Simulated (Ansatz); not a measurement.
Total energies of `[C]#C[SiH2]C` radical.

```xyz
9

C    -2.872    0.163    0.897
C    -1.755    0.411    0.495
Si   -0.054    0.737   -0.108
C     0.920   -0.850   -0.151
H     0.563    1.726    0.811
H    -0.168    1.340   -1.461
H     1.935   -0.661   -0.509
H     0.982   -1.292    0.845
H     0.449   -1.574   -0.819
```

Total charge 0; spin multiplicity 2. The structure was optimised at the PBE0-D4/def2-TZVP level. Basis def2-TZVPP, the Gaussian-basis code of Ansatz.

RPA on PBE orbitals: Hartree–Fock energy of these orbitals -405.31674 Eh, correlation -0.98658 Eh (frozen core).

```json
{"functional": "LDA (SPW92)", "energy without D4 (Eh)": "-404.41573", "D4 term (kJ/mol)": "–"}
{"functional": "PBE", "energy without D4 (Eh)": "-406.38633", "D4 term (kJ/mol)": "-16.3"}
{"functional": "revPBE", "energy without D4 (Eh)": "-406.60973", "D4 term (kJ/mol)": "-49.7"}
{"functional": "BLYP", "energy without D4 (Eh)": "-406.64788", "D4 term (kJ/mol)": "-36.0"}
{"functional": "r2SCAN", "energy without D4 (Eh)": "-406.60515", "D4 term (kJ/mol)": "-4.0"}
{"functional": "B97M-V", "energy without D4 (Eh)": "-406.63195", "D4 term (kJ/mol)": "–"}
{"functional": "PBE0", "energy without D4 (Eh)": "-406.42888", "D4 term (kJ/mol)": "-13.8"}
{"functional": "B3LYP", "energy without D4 (Eh)": "-406.73004", "D4 term (kJ/mol)": "-26.4"}
{"functional": "r2SCANh", "energy without D4 (Eh)": "-406.59807", "D4 term (kJ/mol)": "-4.3"}
{"functional": "r2SCAN0", "energy without D4 (Eh)": "-406.58833", "D4 term (kJ/mol)": "-4.7"}
{"functional": "HSE06 (plane-wave form)", "energy without D4 (Eh)": "-406.41509", "D4 term (kJ/mol)": "-12.9"}
{"functional": "BHLYP", "energy without D4 (Eh)": "-406.63089", "D4 term (kJ/mol)": "-20.1"}
{"functional": "CAM-B3LYP", "energy without D4 (Eh)": "-406.63715", "D4 term (kJ/mol)": "-14.0"}
{"functional": "LC-ωPBE", "energy without D4 (Eh)": "-406.51987", "D4 term (kJ/mol)": "–"}
{"functional": "ωB97X-V", "energy without D4 (Eh)": "-406.61619", "D4 term (kJ/mol)": "–"}
{"functional": "ωB97M-V", "energy without D4 (Eh)": "-406.62026", "D4 term (kJ/mol)": "–"}
{"functional": "B2PLYP", "energy without D4 (Eh)": "-406.47491", "D4 term (kJ/mol)": "–"}
{"functional": "PBE-QIDH", "energy without D4 (Eh)": "-406.32282", "D4 term (kJ/mol)": "–"}
```

B3LYP takes the VWN-RPA correlation (the form of Gaussian; ORCA's B3LYP/G). HSE06 is the plane-wave form, built on full-range PBE exchange. The double hybrids freeze the cores in their second-order part.

LC-ωPBE has ω = 0.4 bohr⁻¹.
